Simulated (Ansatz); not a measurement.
Geometry optimisation, RKS B3LYP-D4/STO-3G (Ansatz 0.2.0).

input.yaml

```yaml
crystal:
  periodic: [false, false, false]
  atoms:
    - { symbol: C, position_ang: [-2.3024, 1.3493, 0.7568] }
    - { symbol: C, position_ang: [-1.2573, 0.733, 0.3952] }
    - { symbol: O, position_ang: [-0.4128, 1.288, -0.5519] }
    - { symbol: Al, position_ang: [1.2499, 0.4223, -1.0721] }
    - { symbol: Si, position_ang: [1.7256, -1.7033, -0.1739] }
    - { symbol: H, position_ang: [-3.0326, 0.9856, 1.4693] }
    - { symbol: H, position_ang: [-2.548, 2.3615, 0.3128] }
    - { symbol: H, position_ang: [-1.008, -0.212, 0.8371] }
    - { symbol: H, position_ang: [2.1471, 1.1051, -2.1016] }
    - { symbol: H, position_ang: [1.8644, -1.5715, 1.3259] }
    - { symbol: H, position_ang: [0.6413, -2.6529, -0.4455] }
    - { symbol: H, position_ang: [3.0096, -2.1603, -0.7179] }
basis:
  gaussian: { orbitals: STO-3G }
hamiltonian:
  xc: b3lyp
  dispersion: d4
relax:
  f_tol: 0.015
  max_steps: 40
```

Run as:

```bash
$ ansatz run input.yaml --threads 1 --pin off --max-ram 2048MiB --backend cpu --events-out ev --progress --plain --runs-dir out
```

Question: Where does it end, and by what steps?

Answer: The forces met the threshold. Limits of this set-up: minimal basis. After 7 steps the energy has fallen by 1.165 eV; H9 moved furthest, 0.20 Å.

```
step  energy less start (eV)  largest force component (eV/Å)  accepted
   0                  0.0000                           6.046       yes
   1                 -1.0352                           1.879       yes
   2                 -1.1234                           0.664       yes
   3                 -1.1339                           0.418       yes
   4                 -1.1576                           0.242       yes
   5                 -1.1555                           0.177        no
   6                 -1.1631                           0.091       yes
   7                 -1.1645                           0.014       yes
```

```xyz
12
Properties=species:S:1:pos:R:3
C -2.248 1.333 0.728
C -1.119 0.723 0.316
O -0.251 1.289 -0.616
Al 1.168 0.439 -1.058
Si 1.629 -1.609 -0.123
H -2.904 0.856 1.461
H -2.542 2.315 0.347
H -0.859 -0.275 0.732
H 1.975 1.196 -2.065
H 1.759 -1.554 1.318
H 0.603 -2.593 -0.392
H 2.866 -2.174 -0.614
```

Whether the end is a true minimum wasn't checked by a vibrational analysis.

The run took 57 s on 1 thread of Intel(R) Xeon(R) Processor @ 2.50GHz (Skylake/Cascade Lake), with other jobs on the host, peak memory 0.16 GiB.
